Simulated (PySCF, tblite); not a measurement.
Species: C₂H₈O₃Si₂.
Geometry (GFN2-xTB, Å), atoms numbered from 1 in this order:
```
atom  x, y, z in Å
C1     2.2661   -0.9624    0.2606
Si2    0.8881    0.0767   -0.4891
O3    -0.3557   -0.9390   -0.8096
C4    -1.6831   -0.5561   -0.8058
O5    -2.0742    0.1915    0.2898
Si6   -1.2031    1.3686    1.0098
O7     0.3549    1.2018    0.5678
H8     2.5903   -1.7228   -0.4403
H9     1.9607   -1.4577    1.1776
H10    3.1202   -0.3347    0.4868
H11    1.2318    0.8430   -1.6868
H12   -2.2838   -1.4767   -0.7964
H13   -1.9050    0.0071   -1.7278
H14   -1.6017    2.6789    0.5122
H15   -1.3099    1.0898    2.4291
```

Method used: B3LYP/def2-SVPD in PySCF (dipole) on a GFN2-xTB geometry, gas phase.

Masses are those of the commonest isotopes; rigid-rotor values at the optimised geometry. The values belong to one conformer with, in the numbering `[CH3:1][Si@H:2]1[O:3][CH2:4][O:5][SiH2:6][O:7]1`, C1–Si2–O3–C4 151°, Si2–O3–C4–O5 -47°, O3–C4–O5–Si6 40°, C4–O5–Si6–O7 -18°.

Q: Give the principal moments of inertia and the rotational constants in GHz.

A: Ia = 162.55, Ib = 311.96, Ic = 422.47 u·Å²; 505379 MHz·u·Å²/I gives 3109, 1620 and 1196 MHz, that is A = 3.1091, B = 1.6200, C = 1.1963 GHz.

Q: What kind of rotor is it?

A: An asymmetric top. Ray's parameter κ = (2B − A − C)/(A − C) = -0.557; −1 is the prolate and +1 the oblate limit.

Q: Is it planar, by Δ = Ic − Ia − Ib?

A: Not planar: Δ = Ic − Ia − Ib = -52.04 u·Å². For a rigid frame Δ = −2 Σ m c², so Σ m c² = 26.02 u·Å² lies off the ab plane: 11.77 from hydrogen and 14.25 from heavier atoms. The atom farthest from that plane is 1.88 Å away.

Q: Give the other two planar moments, Paa and Pbb, and the rms extents of the mass along the axes.

A: Paa = Σ m a² = (Ib + Ic − Ia)/2 = 285.94 and Pbb = Σ m b² = (Ia + Ic − Ib)/2 = 136.53 u·Å². With the mass M = 136.00 u, the rms extents √(P/M) along a, b and c are 1.45, 1.00, 0.44 Å.

Q: Where do the levels up to J = 5 lie, in MHz?

A: Above 0(0,0):
J = 1: 1(0,1) 2816, 1(1,1) 4305, 1(1,0) 4729
J = 2: 2(0,2) 8371, 2(1,2) 9514, 2(1,1) 10785, 2(2,1) 15253, 2(2,0) 15331
J = 3: 3(0,3) 16522, 3(1,3) 17282, 3(1,2) 19816, 3(2,2) 23702, 3(2,1) 24077, 3(3,1) 32252, 3(3,0) 32261
J = 4: 4(0,4) 27126, 4(1,4) 27567, 4(1,3) 31741, 4(2,3) 34905, 4(2,2) 35941, 4(3,2) 43650, 4(3,1) 43713, 4(4,1) 55440, 4(4,0) 55441
J = 5: 5(0,5) 40098, 5(1,5) 40328, 5(1,4) 46441, 5(2,4) 48813, 5(2,3) 50952, 5(3,3) 57918, 5(3,2) 58161, 5(4,2) 69695, 5(4,1) 69703, 5(5,1) 84844, 5(5,0) 84844
Those of J = 1 are B + C, A + C and A + B.

Q: Which lines would a microwave search look for?

A: The dipole components are |μa| = 0.43 D, |μb| = 0.07 D, |μc| = 0.23 D. Intensities carry the squares of the components, which stand as 1.00 : 0.03 : 0.29 (a : b : c). Some lines, for components of 0.1 D or more:

| type | branch | J(Ka,Kc) | MHz | lower level (cm⁻¹) |
| --- | --- | --- | --- | --- |
| a | Q | 1(1,0) ← 1(1,1) | 424 | 0.144 |
| c | Q | 2(1,2) ← 2(0,2) | 1144 | 0.279 |
| a | Q | 2(1,1) ← 2(1,2) | 1271 | 0.317 |
| c | Q | 1(1,1) ← 1(0,1) | 1489 | 0.094 |
| a | R | 1(0,1) ← 0(0,0) | 2816 | 0.000 |
| c | Q | 2(2,1) ← 2(1,1) | 4467 | 0.360 |
| c | R | 1(1,0) ← 0(0,0) | 4729 | 0.000 |
| a | R | 2(1,2) ← 1(1,1) | 5209 | 0.144 |
| a | R | 2(0,2) ← 1(0,1) | 5554 | 0.094 |
| a | R | 2(1,1) ← 1(1,0) | 6056 | 0.158 |
| c | R | 2(1,1) ← 1(0,1) | 7969 | 0.094 |
| c | R | 2(2,0) ← 1(1,0) | 10602 | 0.158 |
| c | R | 2(2,1) ← 1(1,1) | 10947 | 0.144 |

Q: Estimate the classical rotational partition function at 10 K, 50 K and 500 K.

A: Point group C1, symmetry number σ = 1; q = (√π/σ)·√((kT/h)³/(ABC)), k/h = 20836.6 MHz/K: 2170 at 10 K, 24300 at 50 K, 768000 at 500 K.

Its GFN2-xTB frequencies are all real (lowest 64 cm⁻¹). Constants of a rigid frame at the computed geometry: no zero-point averaging, no centrifugal distortion. A rigid rotor knows nothing of internal rotation, which can split or shift real lines.
